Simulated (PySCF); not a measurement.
Energy of Ag²⁺ (silver, charge +2) between two integer charges

The 4d beta orbital of [Kr] 4d9 is emptied in steps (occupation f), with all orbitals relaxed, ending at [Kr] 4d8. All numbers are calculated (PySCF 2.14, a scalar-relativistic core potential, in aug-cc-pVDZ-PP with ECP28MDF). The exact energy is a straight line in f; departures are measured from the line between the end points of the same method.

Task: Among UHF, LDA, PBE, which shows the largest delocalisation error (convex curve), and which is closest to linear?

Result: Most convex: LDA (-1.741 eV at f = 0.4); closest to linear: UHF (0.417 eV).

```csv
f,UHF (eV),LDA (eV),PBE (eV)
1,0.000,0.000,0.000
0.8,0.292,-1.149,-1.121
0.6,0.427,-1.733,-1.688
0.4,0.417,-1.741,-1.693
0.2,0.272,-1.165,-1.132
0,0.000,0.000,0.000
```

```tsv
method	E(f=0) − E(f=1) (eV)	−ε at f=1 (eV)	−ε at f=0.4 (eV)
UHF	32.915	34.791	32.517
LDA	35.333	28.191	36.745
PBE	34.888	27.911	36.275
```

Reference removal energy between the ground levels: 34.8 ± 0.3 eV (semi-empirical (NIST evaluation); NIST Atomic Spectra Database, ionization energies). The calculation has no spin-orbit coupling. The determinant left behind need not be the lowest term of the ion. UHF lacks correlation.
